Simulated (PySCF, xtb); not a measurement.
Sn(I)(NH2) (H2INSn), SMILES [I][Sn][NH2] (connectivity only; charge and spin as stated), neutral, multiplicity 1. Other conformers were not sampled.

Harmonic wavenumbers (cm⁻¹) from GFN2-xTB run with xtb at its own minimum, in rising order: 129, 222, 329, 428, 496, 542, 1503, 3427, 3450.

**Question.** What does PBE0-D3(BJ)/def2-SVP run with PySCF give at its own minimum? (Estimate from the structure and the level; the computed values follow.)

**Answer.** 138, 187, 379, 450, 612, 645, 1498, 3573, 3695. Paired by order, the mean absolute difference is 81 cm⁻¹ and the zero-point energies are 15.0 and 16.0 kcal/mol.
